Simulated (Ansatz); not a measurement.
## Two structures, one formula

The two ends of one reaction step of BSi$_{4}$H$_{11}$Cl$_{2}$O$_{2}$, singlet (PBE0-D4/def2-TZVP).

A:

B1  (-1.147, -1.500, -1.240)
Cl2  (-0.050, -2.865, -0.674)
Cl3  (-2.065, -1.869, -2.771)
O4  (-0.672, -0.231, -1.138)
Si5  (0.383, 0.504, -0.079)
Si6  (0.513, 2.752, -0.717)
Si7  (-0.428, 0.377, 2.119)
Si8  (2.535, -0.436, -0.144)
H9  (-2.331, -2.502, 0.357)
O10  (-2.407, -1.623, -0.042)
H11  (-0.836, 3.380, -0.727)
H12  (1.366, 3.468, 0.269)
H13  (1.119, 2.894, -2.068)
H14  (-0.585, -1.040, 2.552)
H15  (0.545, 1.040, 3.030)
H16  (-1.747, 1.054, 2.259)
H17  (3.495, 0.627, 0.273)
H18  (2.873, -0.864, -1.527)
H19  (2.686, -1.586, 0.785)
H20  (-3.249, -1.582, -0.517)
(Å)

B:

```xyz
20
angstrom
B -1.7534 -0.8409 -1.4374
Cl 0.2685 -3.5128 0.6549
Cl -2.7034 -0.8932 -2.9305
O -0.7100 -0.0195 -1.3394
Si 0.3032 0.5481 -0.1193
Si 0.6236 2.8281 -0.5452
Si -0.6757 0.3418 2.0025
Si 2.3853 -0.5442 -0.2657
H -0.7444 -2.7754 0.3306
O -2.1125 -1.6572 -0.3956
H -0.6535 3.5854 -0.4448
H 1.5768 3.3518 0.4714
H 1.2030 3.0301 -1.9003
H -0.7554 -1.0579 2.4896
H 0.1793 1.1306 2.9329
H -2.0394 0.9387 1.9906
H 3.4167 0.4472 -0.6811
H 2.3137 -1.6195 -1.2875
H 2.7826 -1.1103 1.0489
H -2.9050 -2.1710 -0.5749
```

Program: Ansatz 0.2.0. Basis: def2-TZVPP. Cores are frozen in the correlated methods. B3LYP uses VWN-RPA correlation.

Question: Which structure is lower at CCSD(T), and by how much? (To be estimated.)

Answer: Computed: B, by 45.8 kJ/mol (electronic energy, against the other). By their contacts, A is BSi₄H₁₁Cl₂O₂ ([OH2][B]([Cl])([Cl])[O][Si]([SiH3])([SiH3])[SiH3]) and B is a complex of BSi₄H₁₀ClO₂ ([OH][B]([Cl])[O][Si]([SiH3])([SiH3])[SiH3]) + HCl.

All methods give the same order:

| method | E(B) − E(A) (kJ/mol) |
| --- | --- |
| SPW92 | -24.8 |
| PBE-D4 | -40.0 |
| BLYP-D4 | -55.5 |
| r2SCAN-D4 | -40.2 |
| B97M-V | -46.2 |
| PBE0-D4 | -38.4 |
| B3LYP-D4 | -54.1 |
| r2SCAN0-D4 | -39.3 |
| BHLYP-D4 | -53.7 |
| CAM-B3LYP-D4 | -53.7 |
| wB97X-V | -41.7 |
| wB97M-V | -39.2 |
| B2PLYP | -53.5 |
| PBE-QIDH | -36.7 |
| RPA on PBE | -48.2 |
| HF | -74.8 |
| MP2 | -37.5 |
| CCSD | -50.9 |
| CCSD(T) | -45.8 |

T1 diagnostic: at most 0.013.

Labels in which every atom is bracketed show which atoms are joined, not bond orders.

For scale, one of the runs: CCSD(T)/def2-TZVPP, 499 basis functions, launched by `ansatz run in.yaml --threads 4 --pin off --events-out ev --progress --plain --max-ram 66560MiB --backend cuda --devices 0, --max-vram 37GiB`. Hardware: 4 CPU threads of an AMD EPYC 7R13 and a share of one NVIDIA H100, shared host. Wall time 72 s; peak host memory 1.2 GiB.
